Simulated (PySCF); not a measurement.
C2H8BN3, SMILES B1(N)NCCN1.

Geometry optimised at B3LYP-D3(BJ)/def2-SVP. This is a generated structure with no PubChem entry under its InChIKey; it may be hypothetical. One conformer was computed; it need not be the lowest.

Computed with PBE/def2-TZVP (PySCF).

The molecule is in vacuum.

Computed frontier levels, gap, dipole moment and polarisability:
| Property | Value |
|---|---|
| highest occupied level | -4.64 eV |
| lowest empty level | 0.15 eV |
| orbital gap | 4.79 eV |
| dipole moment | 0.69 D |
| quadrupole, principal values (traceless, Buckingham form, about the centre of nuclear charge) | -9.64, 4.49, 5.15 D·Å |
| mean static polarisability | 61.1 bohr³ (9.05 Å³) |
| polarisability, principal values | 49.1, 60.4, 73.8 bohr³ |
